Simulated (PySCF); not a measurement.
C2H8ClGeN, SMILES [CH3][Ge]([CH3])([NH2])[Cl]. Atoms are numbered in the order given.

```xyz
13

C     -0.8264    -0.8847    -1.6474
Ge    -0.2862     0.0053     0.0000
C     -0.8264    -0.8847     1.6474
N     -0.9606     1.7104     0.0000
Cl     1.9304     0.0173     0.0000
H     -1.9236    -0.9573    -1.6895
H     -0.4704    -0.3174    -2.5198
H     -0.3929    -1.8942    -1.6874
H     -0.4704    -0.3174     2.5198
H     -1.9236    -0.9573     1.6895
H     -0.3929    -1.8942     1.6874
H     -0.7218     2.2591     0.8248
H     -0.7218     2.2591    -0.8248
```

Geometry optimised at B3LYP-D3(BJ)/def2-SVP. One conformer was computed; it need not be the lowest.

Method: TDA-B3LYP/def2-SVPD (PySCF).

Vertical excitations. Isolated molecule, no solvent. State labels are in the subgroup Cs.

```tsv
state	symmetry	energy (eV)	λ (nm)	f	main pairs
S1	A'	6.33	196	0.072	HOMO→LUMO 94 %
S2	A"	6.93	179	0.090	HOMO−1→LUMO 94 %
S3	A'	7.06	176	0.062	HOMO→LUMO+1 70 %, HOMO→LUMO+2 13 %
S4	A'	7.31	170	0.078	HOMO−2→LUMO 86 %
S5	A"	7.42	167	0.000	HOMO−1→LUMO+1 91 %
S6	A'	7.46	166	0.024	HOMO→LUMO+2 78 %
S7	A"	7.56	164	0.000	HOMO→LUMO+3 96 %
S8	A'	7.87	158	0.061	HOMO−2→LUMO+1 78 %
S9	A"	7.95	156	0.040	HOMO−1→LUMO+2 94 %
S10	A"	8.12	153	0.019	HOMO−3→LUMO 93 %
T1	A'	5.91	210	0	HOMO→LUMO 85 %
T2	A'	6.48	191	0	HOMO→LUMO+1 90 %
T3	A"	6.56	189	0	HOMO−1→LUMO 66 %, HOMO−1→LUMO+1 31 %
T4	A'	6.91	179	0	HOMO−2→LUMO 59 %, HOMO−2→LUMO+1 33 %
```
Triplets are in the Tamm–Dancoff approximation.
